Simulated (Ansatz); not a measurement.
```xyz
2

Si    0.0000    0.0000   -0.8758
O     0.0000    0.0000    0.8758
```

Basis set: 6-31G (spherical functions). Correlated methods keep 6 orbitals frozen. Charge 0, multiplicity 1.

Computed with Ansatz (development build ahead of 0.2.0); the reference of a correlated method needn't be the lowest determinant of its kind. Restricted open shells among the atoms or ions are ROHF, correlated in semicanonical orbitals with singles.

The atomization energy at this shape (free ground-state atoms in the same class of orbitals less the molecule, no zero-point energy) of singlet SiO:

```json
{"method": "UHF-CCSD(T)", "atomization energy": "5.62 eV"}
```

Task: What does RHF-CCSD(T) give?

Result: 5.75 eV. Caution: the shape is not the minimum. Caution for RHF-CCSD(T): an unrestricted determinant lies well below. Caution for UHF-CCSD(T): another reference gives a lower total; the program doubts this total; the unrestricted determinant is spin contaminated.

This basis has no polarisation functions and is too small for such energies, which can lie far from measured ones in either direction.
